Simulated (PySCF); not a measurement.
C₅H₉N. Atoms are numbered in the order given.

```xyz
15

C     -0.8488    -2.1521     0.6239
C     -0.7502    -1.0402     0.1516
C     -0.5925     0.3046    -0.4058
C     -0.9385     1.3817     0.6240
C      0.8257     0.4813    -0.9731
N      1.8178     0.3854     0.0736
H     -0.9538    -3.1367     1.0399
H     -1.2926     0.3861    -1.2568
H     -0.2050     1.3655     1.4413
H     -0.9048     2.3763     0.1537
H     -1.9440     1.2263     1.0397
H      0.9544    -0.2461    -1.8021
H      0.8822     1.4867    -1.4237
H      2.7504     0.5477    -0.2971
H      1.8144    -0.5554     0.4660
```
Charge 0, spin multiplicity 1.

The structure is a stationary point at PBE0-D3(BJ)/def2-SVP. The structure was generated by enumeration; whether it is a known compound was not checked. One conformer was computed; it need not be the lowest.

These are PySCF with HF/def2-TZVP values and carry that method's errors.

Atomic charges (e):

```csv
atom,Mulliken,IAO
C1,(withheld),-0.27
C2,-0.22,-0.03
C3,0.04,-0.08
C4,(withheld),-0.35
C5,-0.03,-0.07
N6,(withheld),-0.60
H7,0.20,0.20
H8,(withheld),0.13
H9,0.13,0.14
H10,0.10,0.12
H11,0.11,0.12
H12,0.09,0.09
H13,0.09,0.11
H14,(withheld),0.24
H15,(withheld),0.25
```

Fill in the missing entries. (An estimate is asked for; the answer gives what the named calculation found.)


- C1, Mulliken: -0.12
- C4, Mulliken: -0.35
- N6, Mulliken: -0.60
- H8, Mulliken: 0.09
- H14, Mulliken: 0.22
- H15, Mulliken: 0.24

Computed Mayer and Wiberg (Löwdin basis) orders of the bonds:
| bond | Mayer | Wiberg |
|---|---|---|
| C1–C2 | 2.84 | 2.97 |
| C2–C3 | 1.15 | 1.20 |
| C3–C4 | 0.95 | 1.19 |
| C3–C5 | 0.94 | 1.13 |
| C5–N6 | 1.00 | 1.45 |
| C1–H7 | 0.92 | 0.92 |
| C3–H8 | 0.99 | 0.78 |
| C4–H9 | 0.98 | 0.90 |
| C4–H10 | 0.99 | 0.90 |
| C4–H11 | 0.99 | 0.91 |
| C5–H12 | 0.98 | 0.87 |
| C5–H13 | 0.98 | 0.87 |
| N6–H14 | 0.94 | 0.96 |
| N6–H15 | 0.93 | 0.95 |
